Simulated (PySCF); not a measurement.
# Radial density of Sb⁺ (antimony, charge +1)

M06-2X, [Kr] 4d10 5s2 5p2, high-spin 3P determinant. Calculation: PySCF 2.14, in cc-pVDZ-PP with ECP28MDF (4s3p2d, 23 functions); a scalar-relativistic core potential. This is the valence pseudo-density: the core potential removes the inner electrons and smooths the orbitals near the nucleus.

```tsv
r (bohr)	4πr²ρ (e/bohr)	4πr²(ρα − ρβ)
0.00494	1.389e-05	0.0000
0.00830	3.844e-05	0.0000
0.0140	0.0001022	0.0000
0.0235	0.0002447	0.0000
0.0395	0.0004639	0.0000
0.0665	0.0008503	0.0000
0.112	0.005590	0.0000
0.188	0.07088	0.0003
0.316	1.194	0.0090
0.532	13.77	0.1270
0.895	22.32	0.0088
1.51	5.813	0.4674
2.53	1.910	0.9359
4.26	0.2322	0.1615
7.16	0.002979	0.0027
```

Energies and moments cover only the electrons outside the core potential.
